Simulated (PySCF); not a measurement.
All numbers come from PySCF, PBE0, basis Te def2-TZVP with ECP28, N def2-TZVP, O def2-TZVP, H def2-TZVP (scalar-relativistic core potentials, no spin–orbit coupling, density fitting).

```xyz
4
charge 0 multiplicity 1, angstrom
Te    0.0709   -0.0903   -0.1900
N     1.3673    0.4201    0.9502
O    -1.6768    0.3209    0.6192
H    -1.5306    0.7243    1.4861
```

TeN(OH) (singlet), along the line from Te1 (at 0) through N2 (at 1.800 Å). Core electrons replaced by a potential are absent, the electrostatic potential uses the reduced nuclear charge, and values within about 0.7 Å of such atoms have no physical meaning.

**Question.** Tabulate the fields along this line at 0.72, 0.81, 0.90, 0.99, 1.08, 1.17, 1.26, 1.35, 1.44, 1.53, 1.62, 1.71, 1.89, 1.98, 2.07, 2.16, 2.25, 2.34, 2.43, 2.52, 2.61, 2.70, 2.79, 2.88 Å.

**Answer.** 
| distance (Å) | electron density (e/Å³) | electron localisation function | electrostatic potential (V) |
| --- | --- | --- | --- |
| 0.72 | 2.28 | 0.219 | 53.1 |
| 0.81 | 1.56 | 0.198 | 38.5 |
| 0.90 | 1.35 | 0.315 | 29.2 |
| 0.99 | 1.39 | 0.535 | 24 |
| 1.08 | 1.57 | 0.709 | 22.6 |
| 1.17 | 1.87 | 0.781 | 25.6 |
| 1.26 | 2.29 | 0.779 | 34.3 |
| 1.35 | 2.8 | 0.682 | 51.7 |
| 1.44 | 3.37 | 0.359 | 83.8 |
| 1.53 | 4.74 | 0.0848 | 145 |
| 1.62 | 16.4 | 0.423 | 279 |
| 1.71 | 136 | 0.998 | 740 |
| 1.89 | 134 | 0.997 | 739 |
| 1.98 | 16.3 | 0.347 | 276 |
| 2.07 | 5.27 | 0.122 | 140 |
| 2.16 | 3.76 | 0.545 | 77.7 |
| 2.25 | 2.86 | 0.84 | 44.4 |
| 2.34 | 2.06 | 0.907 | 25.3 |
| 2.43 | 1.43 | 0.923 | 14.2 |
| 2.52 | 0.972 | 0.924 | 7.52 |
| 2.61 | 0.649 | 0.919 | 3.54 |
| 2.70 | 0.43 | 0.907 | 1.15 |
| 2.79 | 0.286 | 0.889 | -0.268 |
| 2.88 | 0.192 | 0.862 | -1.09 |
